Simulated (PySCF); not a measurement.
Gas-phase reaction: 2 MoO₃ = Mo₂O₆

Computed with PySCF (xtb for GFN2) and rigid-rotor harmonic-oscillator thermochemistry at 1 bar. 'Table' is the NASA 1993 thermochemical table (part measured, part estimated). After a fit of one offset per element over all species, the range-separated, M06-2X, PBE0/def2-QZVP and CCSD(T)/def2-TZVPP enthalpies, where run, lie to one side of the table for MoO₃ (+30 kJ/mol): a fault of the table's entry, another state or a shared error of the levels is possible; this was not checked at source. S°(298 K) at PBE0/def2-TZVP differs from the NASA 1993 table for MoO₃ (+7 J/mol/K); whether the harmonic model or the table's entry is off was not settled. † marks an energy on the PBE0/def2-TZVP geometry and frequencies; other levels use their own. MP2 and CCSD(T) freeze the core. All species are closed-shell singlets. B3LYP is the form with VWN-RPA correlation. Mo: scalar-relativistic def2 core potential, no spin-orbit coupling. For this reaction the table lies outside the span of B3LYP, M06-2X, MP2, PBE0, r2SCAN, ωB97M-V, ωB97X-V in their largest bases here; which side is off was not settled. MP2 isn't extrapolated to the basis-set limit; its ΔH°(298 K) is -444.4 kJ in def2-SVP and -444.4 kJ in def2-TZVPP. CCSD(T) isn't extrapolated to the basis-set limit. The harmonic model lacks anharmonicity and excited electronic states, which grow with temperature; levels with a mode under 35 cm⁻¹ are left out. Strong static correlation: MoO₃. Soft modes under 120 cm⁻¹ make the harmonic entropy rough for Mo₂O₆. The table's entry may be an old estimate for MoO₃, Mo₂O₆ (not checked at source). Warning, large T1 diagnostic: Mo₂O₆, MoO₃ (CCSD(T)/def2-SVP†).

```
level              ΔH°(298 K), kJ  minus table  ΔG°(1600 K), kJ
-----------------  --------------  -----------  ---------------
table                      -420.6            -           -175.6
B3LYP/def2-TZVP†           -445.6        -25.0           -170.2
BLYP/def2-TZVP†            -409.8         10.8           -134.4
CCSD(T)/def2-SVP†          -470.5        -49.9           -195.1
GFN2-xTB                   -532.1       -111.5           -290.2
HF/def2-TZVP†              -518.4        -97.8           -243.0
M06-2X/def2-TZVP†          -491.0        -70.4           -215.7
MP2/def2-SVP†              -444.4        -23.8           -169.0
PBE0/def2-SVP†             -467.9        -47.3           -192.5
r2SCAN/def2-TZVP†          -475.9        -55.3           -200.6
LDA/def2-TZVP†             -506.0        -85.4           -230.6
```
